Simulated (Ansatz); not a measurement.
Gas-phase electronic energies from Ansatz, PBE0-D4/def2-TZVP geometries. CCSD(T)/CBS adds triple-zeta CCSD(T) − MP2 to the extrapolated MP2 energy (def2 sets, frozen cores). Functionals use def2-TZVPP. Elements past krypton have def2 core potentials. For Ti, Y outer-core shells are correlated without core-valence functions, which leaves a few kJ/mol of doubt a bond. Scalar relativity is left out up to krypton. One conformer a species, not always the lowest.

Reaction (redistribution): `[OH][Ti]([OH])([OH])[Cl]` + `[OH][Y]([OH])[F]` → `[OH][Ti]([OH])([F])[Cl]` + `[OH][Y]([OH])[OH]`

```
                   species  PBE energy (Eh)
`[OH][Ti]([OH])([OH])[Cl]`      -1536.88383
        `[OH][Y]([OH])[F]`       -289.90960
 `[OH][Ti]([OH])([F])[Cl]`      -1560.91680
       `[OH][Y]([OH])[OH]`       -265.87188
```

Q: Work out ΔE.

A: ΔE = (-1560.91680) + (-265.87188) − (-1536.88383) − (-289.90960) = 0.00475 Eh = +3.0 kcal/mol. CCSD(T)/CBS gives +3.7 kcal/mol.

Largest T1 diagnostic among the species: 0.024, so the coupled-cluster value is less sure than usual.

At CCSD(T), def2-SVP lies −1.2 kcal/mol from the extrapolated value and def2-TZVPP −1.4 kcal/mol. Leaving LDA and LC-ωPBE aside and taking each functional with its dispersion term where it has one, the values, not all of them listed here, spread over 1.2 kcal/mol, from ωB97M-V to revPBE-D4.
